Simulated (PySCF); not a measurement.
## Te⁻: fine-structure interval

Te⁻ [Kr] 4d10 5s2 5p5 [5p1/2^2 5p3/2^3, M_J = 3/2] → Te⁻ [Kr] 4d10 5s2 5p5 [5p1/2^1 5p3/2^4, M_J = 1/2], as a difference of total energies. Calculation: PySCF 2.14, in x2c-SVPall-2c with one added diffuse shell each of s, p type (7s9p4d, 54 functions); the two-component X2C-1e Hamiltonian. Correlated levels: [Ar] 3d10 frozen; the 6 highest virtual spinors dropped. "Screened" scales the spin-orbit matrix elements by Boettger's factors to mimic the two-electron term; Breit and QED terms are absent.

```csv
method,fine-structure interval (cm⁻¹)
GHF (screened spin-orbit),4796.0
GMP2 (screened spin-orbit),5148.3
GHF (bare spin-orbit),4997.3
```
